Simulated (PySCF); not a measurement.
An unknown shows these calculated signals:

$^{1}$H NMR (400 MHz, computed): δ 7.69 (m, 1H), 7.52 (m, 1H), 6.61 (m, 1H), 4.84 (s, 2H), 0.22 (br s, 1H).

$^{13}$C{$^{1}$H} NMR (computed): δ 147.9 (CH), 147.1 (CH), 133.7 (C), 117.3 (CH), 61.1 (CH2).

Calculated, not measured (PySCF 2.14.0 with density-fitted response routines): structure optimised with GFN2-xTB, NMR shieldings at PBE0/pcSseg-1/GIAO. A single conformation, non-relativistic, no solvent model, fast rotation and ring inversion assumed for equivalent nuclei.

Scale: TMS for $^{1}$H (σ = 31.72 ppm), $^{13}$C (σ = 186.93 ppm) (reference shieldings calculated alike).

Which of these does the molecule contain: a heteroaromatic ring, an N-methyl group, a nitrile, an OH group, a non-aromatic C=C double bond?

Results:


- A heteroaromatic ring: yes.
- An N-methyl group: no.
- A nitrile: no.
- An OH group: yes (δH 0.22 (br s)).
- A non-aromatic C=C double bond: no.

The data belong to SMILES OCc1ccoc1, C5H6O2; they needn't prove each group on their own.

Carbon signals by region: 4 in the sp2 and nitrile region (100–160 ppm), 1 at 50–100 ppm.

OH/NH shifts are gas-phase values; hydrogen bonding in solution moves them, usually downfield. Shifts are as computed. Against solution values, carbons near 30 ppm lie about +3 ppm off and those near 130 ppm about +5 ppm. Of 1211 compounds with measured shifts, 218 miss one by over three times the rms of a fit or turn the order of signals round; such compounds aren't used in these exercises. Multiplicities follow the n + 1 count of equivalent neighbours, as no J values were calculated; m marks all less simple cases, F and P coupling included.
